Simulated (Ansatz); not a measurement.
ClFMoS$_{2}$, SMILES `[F][Mo](=[S])(=[S])[Cl]`. The species carries charge 0 and has multiplicity 1. Mo takes the def2 core potential. All single points use the PBE0-D4/def2-TZVP geometry.

```xyz
5

F     1.201   -0.594    1.375
Mo    0.053   -0.032    0.063
S     0.274   -1.237   -1.624
S    -1.915   -0.226    0.724
Cl    0.387    2.089   -0.538
```

Task: What is the dipole moment at ωB97M-V/def2-TZVPP? (Estimate.)

Result: Ansatz gave: 0.38 D, with components (-0.23, 0.14, -0.27) D in this frame, pointing from negative to positive charge.

Task: And with PBE, r2SCAN, B3LYP? (Best estimate.)

Result: Ansatz gave: PBE 0.37 D, r2SCAN 0.37 D, B3LYP 0.41 D.

Task: Give the Mulliken charges with ωB97M-V, PBE, B3LYP in def2-TZVPP. (Best estimate.)

Result: Computed: 
```csv
atom,ωB97M-V,PBE,B3LYP
F1,-0.36,-0.31,-0.36
Mo2,0.92,1.01,1.09
S3,-0.18,-0.24,-0.24
S4,-0.18,-0.24,-0.24
Cl5,-0.21,-0.21,-0.24
```

B3LYP here is the variant with VWN-RPA as its local correlation; programs differ in this.
